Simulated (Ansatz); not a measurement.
Basis-set extrapolation for H$_{7}$N$_{2}$OSi$_{2}$ (`N[SiH]O[SiH2]N`) radical (PBE0-D4/def2-TZVP geometry, frozen core, Ansatz 0.2.0). Multiplicity 2, UHF reference.

```csv
,def2-TZVPP,def2-QZVPP
HF,-765.938994,-765.967958
MP2 correlation,-0.886410,-0.954572
CCSD(T) correlation,-0.962546,not run
```

Energies in hartree. Use E(X) = E(∞) + A·exp(−7.88·√X) for Hartree–Fock and E(X) = E(∞) + B·X^(−2.97) for correlation, with X = 3 and 4, and add CCSD(T) minus MP2 of the smaller set to the MP2 limit.

Task: What is the CCSD(T) energy at the basis-set limit?

Result: HF limit: -765.967958 + (-0.028964) × 0.13774 = -765.97195. MP2 limit: -0.954572 + (-0.068162) × 0.74074 = -1.00506. Higher-order term: -0.962546 − (-0.886410) = -0.07614. Total: -767.05315 hartree, 95.1 kcal/mol below CCSD(T)/def2-TZVPP.
